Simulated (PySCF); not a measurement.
PySCF input:

```python
from pyscf import gto, scf, dft

mol = gto.M(
    atom='''
    C    -1.50786671    0.27561986    0.32171197
    C    -0.60756637   -0.99389850    0.24473001
    C     0.56765462   -0.06248254    0.12437862
    C    -0.29290237    1.14793440   -0.11540677
    N     1.77998242   -0.34542982   -0.49913419
    H    -1.84526354    0.49527743    1.33328089
    H    -2.36519482    0.28883625   -0.34876381
    H    -0.78966714   -1.58609173   -0.66378230
    H    -0.63863539   -1.67466067    1.10034406
    H    -0.09190223    2.04680438    0.47460129
    H    -0.34453028    1.44383475   -1.17324687
    H     2.21042858   -1.21136880   -0.20398005
    H     2.44897288    0.41233787   -0.47699691
    ''',
    basis='def2-tzvpd',
    charge=0,
    spin=1,
    verbose=4,
)

mf = dft.UKS(mol, xc='tpssh').density_fit(auxbasis='def2-universal-jkfit')
mf.grids.level = 3
mf.conv_tol = 1e-9
mf.max_cycle = 100
mf.max_memory = 1500
mf.kernel()
if not mf.converged:
    mf = mf.newton()
    mf.kernel(mf.make_rdm1())
for _ in range(2):
    mo, _, stable, _ = mf.stability(return_status=True)
    if stable:
        break
    mf.kernel(mf.make_rdm1(mo, mf.mo_occ))
mf.analyze()
```

Problem. What final total energy does it print?

Solution. -212.00762 Eh (TPSSh/def2-TZVPD).

It need not be the lowest isomer of its formula.
